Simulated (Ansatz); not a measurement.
Ansatz results at the PBE0-D4/def2-TZVP geometry: HOMO–LUMO gap (PBE/def2-TZVPP) 2.85 eV; LUMO energy (ωB97M-V/def2-TZVPP) -0.11 eV; ideal-gas entropy at 298 K and 1 bar (rigid rotor, harmonic PBE0-D4/def2-TZVP) 409 J/(mol·K).

Each molecule was computed in one conformer, which needn't be the lowest.

Problem. Which molecule gave them?
A. `C[SiH](S)S`
B. `C=C(C)[SiH3]`
C. `[InH2][CH2]N1[SiH2][SiH2]1`
D. `CC1=C(O)N1`

Solution. C. The others give `CC1=C(O)N1`: 4.08, 2.18, 315; `C=C(C)[SiH3]`: 5.27, 1.87, 319; `C[SiH](S)S`: 5.20, 1.91, 352.
